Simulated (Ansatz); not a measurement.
`C#[C][GeH2][F]` + HBr → `[F][GeH2][Br]` + acetylene at 298.15 K and 1 bar (ligand exchange at a Ge–C bond).

Program: Ansatz. Geometries: PBE0-D4/def2-TZVP. ΔE: electronic, gas phase. CCSD(T)/CBS is the MP2 limit (def2-TZVPP, def2-QZVPP) plus CCSD(T) − MP2 in def2-TZVPP, frozen cores. This one scheme is used for every species. For Br, Ge outer-core shells are correlated without core-valence functions, which leaves a few kJ/mol of doubt a bond. Scalar relativity is left out up to krypton.

| species | CCSD(T)/CBS energy (Eh) | H − E (kJ/mol) | S (J/(mol·K)) |
| --- | --- | --- | --- |
| `C#[C][GeH2][F]` | -2253.77838 | 114.3 | 313.0 |
| HBr | -2573.91920 | 24.6 | 198.6 |
| `[F][GeH2][Br]` | -4750.49448 | 64.5 | 306.6 |
| `C#C` | -77.22717 | 80.8 | 200.2 |

H − E and S are ideal-gas, rigid-rotor, harmonic terms from PBE0-D4/def2-TZVP. 1 Eh = 2625.50 kJ/mol, R = 8.31446 J/(mol·K).

Problem. By hand: ΔE, ΔH, ΔS and ΔG.

Solution. ΔE = (-4750.49448) + (-77.22717) − (-2253.77838) − (-2573.91920) = -0.02407 Eh = -63.2 kJ/mol. Δ(H − E) = 64.5 + 80.8 − 114.3 − 24.6 = 6.4, so ΔH = -56.8 kJ/mol. ΔS = 306.6 + 200.2 − 313.0 − 198.6 = -4.8 J/(mol·K). ΔG = -56.8 − 298.15 × (-4.8)/1000 = -55.4 kJ/mol.

Problem. By hand: the equilibrium constant, and the temperature at which ΔG would vanish if ΔH and ΔS stayed fixed.

Solution. log₁₀ K = −ΔG/(RT ln 10) = 9.7. ΔG = 0 at ΔH/ΔS = 11833 K, far beyond where these terms or the molecules hold.

The number of gas molecules stays the same, so ΔS is small and ΔH decides. A doubt of 5 kJ/mol in ΔE shifts log₁₀ K by 0.9 here. These are equilibria of isolated gas molecules and say nothing of rates. Largest T1 diagnostic: 0.013 (customary marks: 0.02 for closed shells, 0.045 for open ones).
